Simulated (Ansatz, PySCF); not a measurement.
Spin states of H3O3W (SMILES [OH][W]([OH])[OH]), each relaxed with B3LYP-D3(BJ)/def2-TZVP.
State 1 (charge 0, multiplicity 4):
```xyz
7

W      0.0311    -0.0543    -0.0853
O     -1.2630    -1.4451    -0.3590
H     -2.1111    -1.4518     0.1021
O      0.1315     1.4245    -1.3048
H     -0.3023     2.2673    -1.1222
O      1.2821    -0.1836     1.3654
H      2.1299    -0.6326     1.2546
```
State 2 (charge 0, multiplicity 2):
```xyz
7

W     -0.031     0.070    -0.087
O     -1.150    -1.419    -0.322
H     -1.854    -1.599     0.317
O      0.107     1.698    -0.942
H     -0.249     2.294    -1.602
O      1.147    -0.290     1.343
H      1.927    -0.830     1.142
```

Singlets are restricted, other states unrestricted; no spin–orbit coupling, no relativity up to Kr; see below for the cores. The largest T1 diagnostic is 0.054.

Programs: Ansatz (Gaussian basis) for Hartree–Fock, density functionals and correlated methods; PySCF for the dispersion terms. Values without a source in brackets are computed. In def2 rows elements past Kr take small-core potentials, without spin–orbit coupling.

### Question
Predict the energy of the multiplicity-2 state less that of the multiplicity-4 state from B97M-V/def2-TZVPP.

### Answer
10 kJ/mol

### Question
Estimate the energy of the multiplicity-2 state less that of the multiplicity-4 state that BLYP/def2-TZVPP returns for this input.

### Answer
-13 kJ/mol

### Question
Estimate the energy of the multiplicity-2 state less that of the multiplicity-4 state that BHLYP-D4/def2-TZVPP returns for this input.

### Answer
19 kJ/mol

Ansatz is a first-principles code.
